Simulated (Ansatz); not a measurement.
SnF₂. Charge 0, multiplicity 3. Geometry B3LYP-D4/def2-TZVPD, that of the charge -1 doublet.

```xyz
3

Sn   -0.771   -0.164    0.466
F     0.250   -1.252   -0.926
F     0.521    1.416    0.460
```

In the def2 sets Sn takes a core potential; there is no spin–orbit coupling. At PBE0-D4/def2-TZVPD a singlet of charge 0 lies 3.56 eV below the triplet at the same geometry. The structure comes from a short search, and lower isomers may exist.

(1) Estimate the α-spin orbital energies around the gap (eV) in Ansatz with PBE-D4/def2-TZVPD, r2SCAN-D4/def2-TZVPD, PBE0-D4/def2-TZVPD.

## Answers

(1) 
```csv
orbital,PBE-D4/def2-TZVPD,r2SCAN-D4/def2-TZVPD,PBE0-D4/def2-TZVPD
HOMO−5,-9.82,-10.20,-11.74
HOMO−4,-9.73,-10.12,-11.73
HOMO−3,-9.42,-9.81,-11.44
HOMO−2,-9.29,-9.65,-11.21
HOMO−1,-9.07,-9.53,-10.57
HOMO,-4.50,-4.88,-5.66
LUMO,-2.62,-2.47,-1.93
LUMO+1,-2.14,-1.92,-1.42
LUMO+2,-0.26,0.44,0.19
LUMO+3,1.20,2.00,1.67
LUMO+4,1.30,2.01,1.78
LUMO+5,1.31,2.13,1.79
β HOMO,-9.10,-9.45,-11.01
β LUMO,-7.82,-7.54,-6.92
```
